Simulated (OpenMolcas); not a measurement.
W4+ with 6 ligands (fluoride) in octahedral coordination (Oh) at 1.97 Å. A charge of +0.333 e stands 2.4 Å behind each ligand. Ligand basis ANO-RCC-VDZP.
```
W     0.0000    0.0000    0.0000
F     1.9700    0.0000    0.0000
F     0.0000    1.9700    0.0000
F    -1.9700    0.0000    0.0000
F     0.0000   -1.9700    0.0000
F     0.0000    0.0000    1.9700
F     0.0000    0.0000   -1.9700
```

```yaml
Program: OpenMolcas
Method: CASSCF
Basis: ANO-RCC-VTZP [8s7p5d3f2g1h]
Scalar_Hamiltonian: DKH2, point nucleus
Active_space: 2 electrons in 5 orbitals (5d)
State_averaging: 2S+1 = 3 even, 10 roots; 2S+1 = 1 even, 15 roots
Spin-orbit_coupling: RASSI with atomic mean-field integrals over the reference wave functions
```

(1) What is the spin-free ground state (labels of O, the rotations of Oh)?

(2) Where is the first state of the same spin?

(3) What are the lowest two levels with spin-orbit coupling?

(4) What is χT at 300 K, and how does it compare with the textbook value?

(5) Which ligand-field parameters describe the states?

## Answers

(1) 3T1, 3-fold in its orbital part; it has the highest spin that d2 allows.

(2) 3T2 at 32900 cm-1 above the ground state.

(3) A 2-fold level E, then a 3-fold level T2 261.4 cm-1 above it. Their leading multiplicities are 3 (96 %) and 3 (96 %).

(4) The lowest level has 2S+1 = 3, for which the spin-only value is χT = S(S+1) / 2 = 1.000 cm3 K/mol (g = 2). The computed 0.134 at 300 K differs by -0.866, through orbital momentum, spin-orbit coupling and any other state in reach. With a threefold ground state the orbital momentum is unquenched, so the spin-only value is not expected to hold.

(5) A least-squares ligand-field fit to the states below 45000 cm-1, each weighted by its degeneracy and with a free common offset, gives 10Dq = 34366 cm-1, B = 700 cm-1 and C = 2749 cm-1 (C/B = 3.93), with an rms deviation of 99 cm-1. The same method and metal basis give the free ion B = 803 cm-1 (fit to its terms below 60000 cm-1, rms deviation 19 cm-1), so the nephelauxetic ratio is β = 700 / 803 = 0.87; it hangs on how both fits weigh the states, and computed free-ion B values tend to be too large, so β mixes covalency with correlation.

An orbital triplet at a regular site is open to Jahn-Teller coupling, which can distort the site and quench the lowest spin-orbit gaps and is left out. Without dynamic correlation the repulsion within the d shell is too large (B by tens of per cent), so at a given field states of lower spin stand too high. The least metal-like active orbital is 77 % on the metal (Löwdin) and no ligand orbital is active, so the numbers are rough. With metal d orbitals alone the field can be off either way by tens of per cent. Ligand-to-metal charge-transfer states are missing. With no ligand orbital active B as a rule stays too high, so bands that hang on it stand too high and its fall with covalency is understated. No measured value stands beside these numbers; the geometry is a model, was not optimised and need not be the one that this ion takes.
